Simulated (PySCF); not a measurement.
W(NH)2Br2 (singlet state).
Bonds: W1–N2, W1–N4, W1–Br6, W1–Br7. Hydrogens: H3 on N2; H5 on N4.

A GFN2-xTB structure was refined with PBE0-D3(BJ)/def2-SVP geometry optimisation, gas phase, def2 core potentials past Kr in PySCF. Its GFN2-xTB values:

| coordinate | GFN2-xTB |
| --- | --- |
| W1–N2 | 1.766 Å |
| W1–Br6 | 2.526 Å |
| N2–H3 | 0.995 Å |
| N4–H5 | 0.919 Å |
| N2–W1–N4 | 117.0° |
| N2–W1–Br6 | 105.1° |
| Br6–W1–Br7 | 105.8° |

Q: How do these coordinates change at the PBE0-D3(BJ)/def2-SVP level?

A: 
```json
{"coordinate": "N4–H5", "PBE0-D3(BJ)/def2-SVP (Å or °)": "1.016", "change": "+0.097"}
{"coordinate": "W1–Br6", "PBE0-D3(BJ)/def2-SVP (Å or °)": "2.437", "change": "-0.089"}
{"coordinate": "W1–N2", "PBE0-D3(BJ)/def2-SVP (Å or °)": "1.737", "change": "-0.029"}
{"coordinate": "N2–H3", "PBE0-D3(BJ)/def2-SVP (Å or °)": "1.016", "change": "+0.021"}
{"coordinate": "Br6–W1–Br7", "PBE0-D3(BJ)/def2-SVP (Å or °)": "117.4", "change": "+11.6"}
{"coordinate": "N2–W1–N4", "PBE0-D3(BJ)/def2-SVP (Å or °)": "109.6", "change": "-7.4"}
{"coordinate": "N2–W1–Br6", "PBE0-D3(BJ)/def2-SVP (Å or °)": "107.7", "change": "+2.6"}
```

The energy falls by 70.1 kJ/mol over 20 energy and gradient evaluations, the largest force component goes from 0.1831 to 1.2e-03 Eh/bohr, and the atoms move by 0.206 Å rms after alignment. The bond that changes most is N4–H5 (ends: nitrogen bonded to W and H; hydrogen on nitrogen), which lengthens by 0.097 Å. Bonds longer at the end by more than 0.005 Å: 3 of 6; shorter: 3. Rotational constants go from 1498, 743.3, 583.2 to 1830, 676.0, 564.1 MHz.

The run used 134 basis functions and 134 SCF cycles in all. Hardware: Arm Neoverse V2, one thread, on a shared host. Cost: 3.3 min, 0.51 GiB resident at most.

No PBE0-D3(BJ)/def2-SVP frequencies stand behind this structure, so it isn't proved a minimum.
